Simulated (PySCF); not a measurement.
# LaN: frontier orbitals

RHF at R = 1.801 Å; PySCF, spin-free X2C with a Gaussian nucleus, basis sets La x2c-SVPall, N x2c-SVPall. State: singlet, about 0.2 electrons in the 4f shell (Mulliken). Only the outer orbitals are listed, counted within each symmetry.

| orbital | occ. | ε (eV) | on La (%) | main shells (%) |
| --- | --- | --- | --- | --- |
| 11σ | 2 | -46.30 | 98 | 98 La s |
| 12σ | 2 | -29.83 | 68 | 66 La p, 27 N s |
| 6π | 2 | -25.81 | 99 | 99 La p |
| 6π | 2 | -25.81 | 99 | 99 La p |
| 13σ | 2 | -17.90 | 40 | 57 N s, 25 La p, 10 La d |
| 7π | 2 | -7.71 | 36 | 64 N p, 31 La d |
| 7π | 2 | -7.71 | 36 | 64 N p, 31 La d |
| 14σ | 2 | -6.62 | 51 | 44 N p, 35 La d, 12 La p |
| 15σ | 0 | -0.02 | 99 | 82 La s, 15 La p |
| 8π | 0 | 2.18 | 99 | 79 La p, 20 La d |
| 8π | 0 | 2.18 | 99 | 79 La p, 20 La d |

Problem. Which are the highest filled and the lowest empty level, where do they sit, and how wide is the gap?

Solution. Highest filled 14σ at -6.62 eV (in %: 44 N p, 35 La d, 12 La p); lowest empty 15σ at -0.02 eV (in %: 82 La s, 15 La p); the gap at RHF is 6.60 eV.

| Property | Result |
| --- | --- |
| bond order (Mayer) | 3.06 |
| ⟨S²⟩ | 0.000 |
| charge on La (Mulliken, basis-dependent) | 0.45 |
| charge on La (Löwdin, basis-dependent) | 0.37 |
| dipole moment (positive dipole means La(−)N(+)) | -8.71 D |
| polarisability along the bond | 71.4 bohr³ |
| polarisability across the bond | 32.4 bohr³ |

Spin–orbit coupling is left out.
